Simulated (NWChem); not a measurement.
System: C₂H₃FN₂Si; SMILES F[SiH]1N=CC=N1

NWChem input:

```
start job
memory heap 200 mb stack 900 mb global 1100 mb
geometry units angstroms noautosym nocenter noautoz
  F     -0.577351     1.973846     0.000000
  Si     0.407909     0.708629     0.000000
  N      0.057865    -0.399897     1.352834
  C     -0.236915    -1.497916     0.768076
  C     -0.236915    -1.497916    -0.768076
  N      0.057865    -0.399897    -1.352834
  H      1.805079     1.184890     0.000000
  H     -0.476861    -2.412012     1.322445
  H     -0.476861    -2.412012    -1.322445
end
basis spherical
  F library 6-31g*
  Si library 6-31g*
  N library 6-31g*
  C library 6-31g*
  H library 6-31g*
end
dft
  xc xpbe96 cpbe96
  iterations 150
end
cosmo
  do_cosmo_smd true
  solvent water
end
task dft energy
```

Coordinates come from a B3LYP/6-31G* (spherical d) optimisation. Solvent: water.

Level: PBE/6-31G* with SMD (1 M gas to 1 M solution), gas-phase geometry. Reactions with the solvent are ignored.

Task: Predict the main results of this run. (PBE/6-31G* (spherical d), SMD on the gas-phase geometry.) Quantities: solvation free energy (kcal/mol); cavity-dispersion-structure term (kcal/mol); dipole in solution (D).

Result: solvation free energy (kcal/mol): -4.3
cavity-dispersion-structure term (kcal/mol): 2.1
dipole in solution (D): 3.09
